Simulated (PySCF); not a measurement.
Si(H)(Me)2(NH2) (C2H9NSi), SMILES C[SiH](C)N. Geometry: PBE-D3(BJ)/def2-SVP. The values are those of a single conformer.

All values below come from PBE-D3(BJ)/def2-SVP run with PySCF.

Harmonic wavenumbers (cm⁻¹): 145, 152, 165, 201, 240, 262, 433, 584, 616, 663, 672, 736, 775, 827, 860, 881, 907, 1210, 1217, 1378, 1378, 1386, 1392, 1500, 2141, 2963, 2973, 3059, 3065, 3066, 3083, 3471, 3563. Rotational constants (GHz): 5.611, 5.262, 3.194; symmetry number 1.

Work out the zero-point energy and the ideal-gas rigid-rotor harmonic-oscillator thermochemistry at 298.15 K and 1 atm.

ZPE = ½ Σ hcν = ½ × 45966 cm⁻¹ = 65.71 kcal/mol. H − E(el) = 71.09 kcal/mol. Entropy in cal/(mol K): translation 38.87, rotation 25.64, vibration 17.20, total 81.70. G − E(el) = 46.73 kcal/mol. Cp = 28.81 cal/(mol K). Modes under 150 cm⁻¹ make the vibrational entropy uncertain.
